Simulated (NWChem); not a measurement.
System: CHF, singlet; SMILES [CH]F

Input file for NWChem:

```
start job
memory heap 200 mb stack 900 mb global 1100 mb
geometry units angstroms noautosym nocenter noautoz
  C      0.152456     0.712169     0.000000
  F     -0.004342    -0.578964     0.000000
  H     -0.911013     1.083269     0.000000
end
basis spherical
  * library def2-svp
end
dft
  xc pbe0
  iterations 150
end
cosmo
  do_cosmo_smd true
  solvent meg
end
task dft energy
```

Excerpt of the output:

```
             Northwest Computational Chemistry Package (NWChem) 7.3.0
             --------------------------------------------------------

                             Geometry "geometry" -> ""
                             -------------------------

 Output coordinates in angstroms (scale by  1.889725989 to convert to a.u.)

  No.       Tag          Charge          X              Y              Z
 ---- ---------------- ---------- -------------- -------------- --------------
    1 C                    6.0000     0.15245600     0.71216900     0.00000000
    2 F                    9.0000    -0.00434200    -0.57896400     0.00000000
    3 H                    1.0000    -0.91101300     1.08326900     0.00000000

 Effective nuclear repulsion energy (a.u.)      27.3049516050

                                 NWChem DFT Module
                                 -----------------

 Summary of "ao basis" -> "ao basis" (spherical)
 ------------------------------------------------------------------------------
       Tag                 Description            Shells   Functions and Types
 ---------------- ------------------------------  ------  ---------------------
 C                          def2-svp                 6       14   3s2p1d
 F                          def2-svp                 6       14   3s2p1d
 H                          def2-svp                 3        5   2s1p

 in cosmo_initialize ...
 calling solv_data for solv:meg

 solvent parameters
 solvname_short: meg
 solvname_long:  1,2-ethanediol
 dielec:       40.2450
 dielecinf:     2.0501
 nonaqueous SMD model solvent descriptors
 dielec:       40.2450
 sola:          0.5800
 solb:          0.7800
 solc:          0.0000
 solg:         69.0700
 solh:          0.0000
 soln:          1.4318

          ---------------
          -cosmo- solvent
          ---------------
 Cosmo: York-Karplus, doi: 10.1021/jp992097l
 dielectric constant -eps-     =  40.24
 screen = (eps-1)/(eps    )    =   0.97515
 surface charge correction     = lagrangian

   van der Waals surface
 --------------------------

 ---------- ATOMIC COORDINATES (A.U.) ------------ VDWR(ANG.) --
     1    0.28810007    1.34580427    0.00000000     1.850
     2   -0.00820519   -1.09408332    0.00000000     1.730
     3   -1.72156494    2.04708158    0.00000000     1.200
 number of segments per atom =        128
 number of   points per atom =        128
 atom (   nspa,  nppa )
 ----------------------
    1 (     86,     0 )       0
    2 (     90,     0 )       0
    3 (     56,     0 )       0
 number of -cosmo- surface points =      232
 molecular surface =     58.498 angstrom**2
 molecular volume  =     38.127 angstrom**3
 -lineq- algorithm             =   0
 -bem- low  level              =   3
 -bem- from -octahedral-
 gaussian surface charge width =   4.50000
 degree of switching           =   1.00000
 switching function tolerance  =   0.00010
 atomic radii =
 --------------
    1  6.000  1.850
    2  9.000  1.730
    3  1.000  1.200
 ...... end of -cosmo- initialization ......

 nat:                     3
 ixmem:                   608
 calling mnsol_interface()
 G(SMD-CDS) energy (kcal/mol)  =     5.596
 SMD-CDS SASA (angstrom**2)    =    70.372

            General Information
            -------------------
          SCF calculation type: DFT
          Wavefunction type:  closed shell.
          No. of atoms     :     3
          No. of electrons :    16
           Alpha electrons :     8
            Beta electrons :     8
          Charge           :     0
          Spin multiplicity:     1
          Use of symmetry is: off; symmetry adaption is: off
          Maximum number of iterations: 150
          AO basis - number of functions:    33
                     number of shells:    15
          Convergence on energy requested:  1.00D-06
          Convergence on density requested:  1.00D-05
          Convergence on gradient requested:  5.00D-04

              XC Information
              --------------
                         PBE0 Method XC Functional
                     Hartree-Fock (Exact) Exchange  0.250
          PerdewBurkeErnzerhof Exchange Functional  0.750
            Perdew 1991 LDA Correlation Functional  1.000 local
           PerdewBurkeErnz. Correlation Functional  1.000 non-local

[...]

                                COSMO-SMD solvation results
                                ---------------------------

             internal energy in gas <Psi(g)|H|Psi(g)> =      -138.148536889573
         internal energy in solvent <Psi(s)|H|Psi(s)> =      -138.147464747337
                               delta internal energy  =         0.001072142236 (    0.67 kcal/mol)
   total free energy in solvent <Psi(s)|H+V/2|Psi(s)> =      -138.155323845782
 polarization energy contribution <Psi(s)|V/2|Psi(s)> =        -0.007859098445 (   -4.93 kcal/mol)
    total free energy in solvent including G(SMD-CDS) =      -138.146405818025
                       G(SMD-CDS) energy contribution =         0.008918027756 (    5.60 kcal/mol)
     1 M fixed-concentration free energy of solvation =         0.002131071548 (    1.34 kcal/mol)

                       DFT Final Molecular Orbital Analysis
                       ------------------------------------

 Vector    6  Occ=2.000000D+00  E=-5.235789D-01
              MO Center=  1.2D-02, -4.3D-01,  3.1D-11, r^2= 6.1D-01
   Bfn.  Coefficient  Atom+Function         Bfn.  Coefficient  Atom+Function
  ----- ------------  ---------------      ----- ------------  ---------------
    20      0.628582  2 F  pz                23     -0.414378  2 F  pz
     6     -0.191528  1 C  pz                 9     -0.101235  1 C  pz
    11      0.033406  1 C  d -1

 Vector    7  Occ=2.000000D+00  E=-4.781566D-01
              MO Center= -2.1D-02,  2.2D-01,  1.5D-10, r^2= 1.4D+00
   Bfn.  Coefficient  Atom+Function         Bfn.  Coefficient  Atom+Function
  ----- ------------  ---------------      ----- ------------  ---------------
    18      0.389551  2 F  px                19     -0.333690  2 F  py
     2     -0.271692  1 C  s                  5     -0.267903  1 C  py
    21     -0.261732  2 F  px                29     -0.221973  3 H  s
     3     -0.217056  1 C  s                 22      0.204976  2 F  py
     1      0.125642  1 C  s                  8     -0.071772  1 C  py

 Vector    8  Occ=2.000000D+00  E=-2.613400D-01
              MO Center=  2.9D-01,  6.9D-01, -9.6D-11, r^2= 1.3D+00
   Bfn.  Coefficient  Atom+Function         Bfn.  Coefficient  Atom+Function
  ----- ------------  ---------------      ----- ------------  ---------------
     4      0.463472  1 C  px                 3      0.439078  1 C  s
    18      0.299743  2 F  px                29     -0.267182  3 H  s
     7      0.264731  1 C  px                 2      0.261856  1 C  s
    21     -0.234007  2 F  px                30     -0.171580  3 H  s
     5      0.125548  1 C  py                 1     -0.123218  1 C  s

 Vector    9  Occ=0.000000D+00  E=-8.996030D-02
              MO Center=  1.2D-01,  6.1D-01,  6.0D-11, r^2= 1.2D+00
   Bfn.  Coefficient  Atom+Function         Bfn.  Coefficient  Atom+Function
  ----- ------------  ---------------      ----- ------------  ---------------
     6      0.601354  1 C  pz                 9      0.537241  1 C  pz
    20      0.292595  2 F  pz                23     -0.262659  2 F  pz

 Vector   10  Occ=0.000000D+00  E= 1.184277D-01
              MO Center= -1.0D+00,  1.0D+00,  1.2D-12, r^2= 2.5D+00
   Bfn.  Coefficient  Atom+Function         Bfn.  Coefficient  Atom+Function
  ----- ------------  ---------------      ----- ------------  ---------------
    30      1.932014  3 H  s                  3     -0.985335  1 C  s
     7      0.805074  1 C  px                 8     -0.540285  1 C  py
     4      0.309822  1 C  px                 2     -0.236459  1 C  s
     5     -0.221329  1 C  py                17     -0.201682  2 F  s
    29      0.114894  3 H  s                 21     -0.105424  2 F  px

 Vector   11  Occ=0.000000D+00  E= 1.691813D-01
              MO Center= -3.7D-02,  6.8D-01, -3.9D-11, r^2= 2.4D+00
   Bfn.  Coefficient  Atom+Function         Bfn.  Coefficient  Atom+Function
  ----- ------------  ---------------      ----- ------------  ---------------
     3      1.207946  1 C  s                  8     -1.016345  1 C  py
    17     -0.924936  2 F  s                 30     -0.784464  3 H  s
    22     -0.451656  2 F  py                 7     -0.354345  1 C  px
     5     -0.339407  1 C  py                19      0.285744  2 F  py
     2      0.215760  1 C  s                 16     -0.198277  2 F  s

     Multipole analysis of the density
     ---------------------------------

     L   x y z        total         alpha         beta         nuclear
     -   - - -        -----         -----         ----         -------
     0   0 0 0     -0.000000     -8.000000     -8.000000     16.000000

     1   1 0 0     -0.754554     -0.343872     -0.343872     -0.066811
     1   0 1 0     -0.035555     -0.155356     -0.155356      0.275157
     1   0 0 1      0.000000      0.000000      0.000000      0.000000

     2   2 0 0     -9.034597     -6.248499     -6.248499      3.462402
     2   1 1 0     -1.611072     -0.247020     -0.247020     -1.117032
     2   1 0 1      0.000000      0.000000      0.000000      0.000000
     2   0 2 0     -9.013303    -17.422073    -17.422073     25.830843
     2   0 1 1      0.000000      0.000000      0.000000      0.000000
     2   0 0 2     -7.525839     -3.762920     -3.762920      0.000000
```

Level: PBE0/def2-SVP, SMD on the gas-phase geometry. Low-valent species are run as closed-shell singlets; no triplet was tried in these runs. Structure relaxed at the PBE0-D3(BJ)/def2-TZVP level. Solvent: ethylene glycol.
